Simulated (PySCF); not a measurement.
Isomers of C6H12OSi2.

All values: CAM-B3LYP/def2-SVPD (PySCF) at PBE0-D3(BJ)/def2-SVP geometries, gas phase, one conformer each. Core orbitals are frozen in the response; Δα² is half the sum of the squared differences of the principal polarisabilities.

Question: Rank by mean static polarisability, highest first.
A. `[CH3:1][C:2]#[C:3][Si@@H:4]1[O:5][SiH2:6][CH2:7][C@@H:8]1[CH3:9]` with C3–Si4–O5–Si6 -103°, Si4–O5–Si6–C7 5°, O5–Si6–C7–C8 -28°, Si6–C7–C8–C9 164°
B. `[CH3:1][CH2:2][Si:3]1([OH:4])[CH:5]=[CH:6][SiH2:7][CH:8]=[CH:9]1` with C1–C2–Si3–O4 59°, C2–Si3–O4–H -178°
C. `[CH:1]#[C:2][Si@:3]1([O:4][CH3:5])[CH2:6][CH2:7][CH2:8][SiH2:9]1` with C2–Si3–O4–C5 58°, C2–Si3–C6–C7 -91°, Si3–C6–C7–C8 -52°, C6–C7–C8–Si9 53°, C7–C8–Si9–Si3 -27°
D. `[CH:1]#[C:2][SiH2:3][O:4][SiH2:5][CH:6]1[CH2:7][CH2:8][CH2:9]1` with C2–Si3–O4–Si5 38°, Si3–O4–Si5–C6 53°, O4–Si5–C6–C7 -170°, Si5–C6–C7–C8 138°, C6–C7–C8–C9 -17°, C7–C8–C9–C6 17°, Si5–C6–C9–C8 -139°

Answer: C (18.50 Å³), B (18.24 Å³), A (17.96 Å³), D (17.45 Å³).

Question: Rank by dipole moment, lowest first.
A. `[CH3:1][CH2:2][Si:3]1([OH:4])[CH:5]=[CH:6][SiH2:7][CH:8]=[CH:9]1` with C1–C2–Si3–O4 59°, C2–Si3–O4–H -178°
B. `[CH3:1][C:2]#[C:3][Si@H:4]([O:5][SiH3:6])[CH:7]1[CH2:8][CH2:9]1` with C3–Si4–O5–Si6 -47°, C3–Si4–C7–C8 -33°
C. `[CH:1]#[C:2][SiH2:3][O:4][SiH2:5][CH:6]1[CH2:7][CH2:8][CH2:9]1` with C2–Si3–O4–Si5 38°, Si3–O4–Si5–C6 53°, O4–Si5–C6–C7 -170°, Si5–C6–C7–C8 138°, C6–C7–C8–C9 -17°, C7–C8–C9–C6 17°, Si5–C6–C9–C8 -139°
D. `[CH3:1][C:2]#[C:3][Si@@H:4]1[O:5][SiH2:6][CH2:7][C@@H:8]1[CH3:9]` with C3–Si4–O5–Si6 -103°, Si4–O5–Si6–C7 5°, O5–Si6–C7–C8 -28°, Si6–C7–C8–C9 164°

Answer: A (0.66 D), C (1.55 D), B (2.15 D), D (2.45 D).

Question: Rank by HOMO energy, highest first.
A. `[CH:1]#[C:2][Si@:3]1([O:4][CH3:5])[CH2:6][CH2:7][CH2:8][SiH2:9]1` with C2–Si3–O4–C5 58°, C2–Si3–C6–C7 -91°, Si3–C6–C7–C8 -52°, C6–C7–C8–Si9 53°, C7–C8–Si9–Si3 -27°
B. `[CH3:1][CH2:2][Si:3]1([OH:4])[CH:5]=[CH:6][SiH2:7][CH:8]=[CH:9]1` with C1–C2–Si3–O4 59°, C2–Si3–O4–H -178°
C. `[CH3:1][C:2]#[C:3][Si@@H:4]1[O:5][SiH2:6][CH2:7][C@H:8]1[CH3:9]` with C3–Si4–O5–Si6 -129°, Si4–O5–Si6–C7 -10°, O5–Si6–C7–C8 29°, Si6–C7–C8–C9 -164°

Answer: A (-8.24 eV), C (-8.80 eV), B (-9.03 eV).

All values together:

| SMILES | μ (D) | HOMO (eV) | LUMO (eV) | α (Å³) | Δα (Å³) | ΔSCF removal energy (eV) |
| --- | --- | --- | --- | --- | --- | --- |
| CC#C[Si@H](O[SiH3])C1CC1 | 2.15 | -9.01 | 0.84 | 17.94 | 4.45 | 9.67 |
| C#C[SiH2]O[SiH2]C1CCC1 | 1.55 | -9.10 | 0.47 | 17.45 | 3.00 | 9.70 |
| CC[Si]1(O)C=C[SiH2]C=C1 | 0.66 | -9.03 | -0.02 | 18.24 | 8.22 | – |
| C#C[Si@]1(OC)CCC[SiH2]1 | 0.54 | -8.24 | 0.52 | 18.50 | 3.78 | 8.82 |
| CC#C[Si@@H]1O[SiH2]C[C@H]1C | 2.20 | -8.80 | 0.82 | 18.16 | 7.42 | 9.42 |
| CC#C[Si@@H]1O[SiH2]C[C@@H]1C | 2.45 | -8.86 | 0.84 | 17.96 | 5.85 | 9.49 |

Conformers: `[CH3:1][C:2]#[C:3][Si@H:4]([O:5][SiH3:6])[CH:7]1[CH2:8][CH2:9]1` with C3–Si4–O5–Si6 -47°, C3–Si4–C7–C8 -33°; `[CH:1]#[C:2][SiH2:3][O:4][SiH2:5][CH:6]1[CH2:7][CH2:8][CH2:9]1` with C2–Si3–O4–Si5 38°, Si3–O4–Si5–C6 53°, O4–Si5–C6–C7 -170°, Si5–C6–C7–C8 138°, C6–C7–C8–C9 -17°, C7–C8–C9–C6 17°, Si5–C6–C9–C8 -139°; `[CH3:1][CH2:2][Si:3]1([OH:4])[CH:5]=[CH:6][SiH2:7][CH:8]=[CH:9]1` with C1–C2–Si3–O4 59°, C2–Si3–O4–H -178°; `[CH:1]#[C:2][Si@:3]1([O:4][CH3:5])[CH2:6][CH2:7][CH2:8][SiH2:9]1` with C2–Si3–O4–C5 58°, C2–Si3–C6–C7 -91°, Si3–C6–C7–C8 -52°, C6–C7–C8–Si9 53°, C7–C8–Si9–Si3 -27°; `[CH3:1][C:2]#[C:3][Si@@H:4]1[O:5][SiH2:6][CH2:7][C@H:8]1[CH3:9]` with C3–Si4–O5–Si6 -129°, Si4–O5–Si6–C7 -10°, O5–Si6–C7–C8 29°, Si6–C7–C8–C9 -164°; `[CH3:1][C:2]#[C:3][Si@@H:4]1[O:5][SiH2:6][CH2:7][C@@H:8]1[CH3:9]` with C3–Si4–O5–Si6 -103°, Si4–O5–Si6–C7 5°, O5–Si6–C7–C8 -28°, Si6–C7–C8–C9 164°.

A dash marks a removal energy that wasn't run or isn't settled.

Question: By how much does the ΔSCF value exceed −ε(HOMO) over the species that have both?

Answer: By 0.58 to 0.66 eV, 0.62 eV on average, over 5 species.
